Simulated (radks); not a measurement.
The iron ion Fe7+, 19 electrons, occupied as [Ar] 3d1.

All-electron calculation, scalar-relativistic Kohn-Sham, PBE, spin-polarised, spherical densities, point nucleus; open shells are filled with parallel spins first. Program: a radial shooting solver on a logarithmic mesh with Libxc functionals.

Energy parts (eV):
total: -34217.535
kinetic: 34639.550
electron-nucleus: -79023.776
Hartree: 11558.443
exchange-correlation: -1391.751

Orbitals (lengths in bohr, moments of r in powers of bohr; <r^-3> diverges for s and p1/2):
\begin{tabular}{lrrrr}
orbital & occ. & eigenvalue (eV) & <1/r> & <r^-3> \\ \hline
1s up & 1 & -7145.405 & 25.97 & - \\
1s down & 1 & -7145.408 & 25.97 & - \\
2s up & 1 & -970.6346 & 5.562 & - \\
2s down & 1 & -969.7848 & 5.565 & - \\
2p up & 3 & -849.0750 & 5.453 & 480.2 \\
2p down & 3 & -848.4305 & 5.457 & 480.9 \\
3s up & 1 & -228.6783 & 1.871 & - \\
3s down & 1 & -226.9862 & 1.867 & - \\
3p up & 3 & -193.1984 & 1.766 & 73.28 \\
3p down & 3 & -191.5303 & 1.762 & 72.80 \\
3d up & 1 & -137.6232 & 1.568 & 8.361 \\
3d down & 0 & -135.9028 & 1.563 & 8.310 \\
\end{tabular}

The highest occupied level is 3d up at -137.62 eV. For comparison, the ionisation energy in NIST's Atomic Spectra Database is 151.06 eV (measured). In exact Kohn-Sham theory the highest level is minus the ionisation energy, but local and semilocal functionals leave it too shallow, through self-interaction and a potential that decays too fast; potentials with the right tail come closer.
